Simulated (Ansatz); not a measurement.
A nudged elastic band was laid between two geometries of BH₇OSi₂ (11 atoms, charge 0, multiplicity 1).

Level of theory: RKS revPBE-D4/6-31G* (Ansatz).

```yaml
movable_images: 7
climbing_image: yes
spring: 5.0 eV/Å²
optimiser: quadratic models (default)
start_path: through a guess of the saddle point
force_threshold: 0.03 eV/Å
iteration_limit: 60
end_points: relaxed
```

Initial state:

```xyz
11
Properties=species:S:1:pos:R:3
Si -0.620 2.185 0.445
B -0.455 0.150 0.354
O 0.534 -0.406 -0.409
Si 0.888 -2.055 -0.644
H 0.395 2.916 -0.392
H -0.472 2.653 1.870
H -1.992 2.619 -0.003
H -1.217 -0.578 0.965
H 0.799 -2.334 -2.112
H -0.081 -2.914 0.113
H 2.285 -2.294 -0.166
```

Final state:

```xyz
11
Properties=species:S:1:pos:R:3
Si -0.468 1.652 0.452
B -1.295 -0.079 -0.295
O -0.590 -1.229 -0.520
Si 1.059 -1.577 -0.280
H 0.195 2.435 -0.652
H 0.587 1.403 1.498
H -1.517 2.541 1.061
H -2.473 -0.125 -0.581
H 1.244 -2.140 1.095
H 1.890 -0.342 -0.451
H 1.433 -2.595 -1.307
```

Question: What changes between the two ends?

Answer: No bond is made or broken. The dihedral Si1–B2–O3–Si4 changes from 180 to 0° by way of a nearly straight angle B2–O3–Si4 (up to 171°), not by a turn about the bond.

Question: Give the energies along the band, and the barrier.

Answer: The forces met the threshold. The highest image is number 3 of 0 to 8, 0.163 eV above the first end and 0.140 eV above the last; the last end lies 0.024 eV above the first. The profile has 2 maxima (images 3, 7) with wells between them (image 6): this band takes more than one step, which may be the mechanism or a detour left from its start path. A vibrational analysis at the climbing image gives one clearly imaginary mode, 117i cm⁻¹: a first-order saddle point.

```csv
image,path coordinate (Å),energy (eV),angle B2–O3–Si4 (°)
0,0.00,0.000,128
1,0.78,0.015,133
2,1.56,0.096,149
3,2.35,0.163,171
4,3.77,0.040,138
5,5.19,0.034,135
6,6.61,0.024,130
7,8.03,0.043,130
8,9.45,0.024,130
```

Question: What is the geometry of the highest image?

Answer: 
```xyz
11
Properties=species:S:1:pos:R:3
Si -0.540 2.025 0.579
B -0.871 0.001 0.609
O 0.022 -0.847 0.049
Si 0.962 -1.889 -0.841
H 0.646 2.424 -0.258
H -0.299 2.533 1.978
H -1.744 2.767 0.060
H -1.855 -0.475 1.145
H 1.500 -1.184 -2.050
H 0.154 -3.073 -1.284
H 2.090 -2.339 0.034
```

The band took 27 iterations and of the order of 9 core-minutes.

Time of the run: 9.1 min on 1 thread of Arm Neoverse V1, on a shared host, peak memory 0.27 GiB.
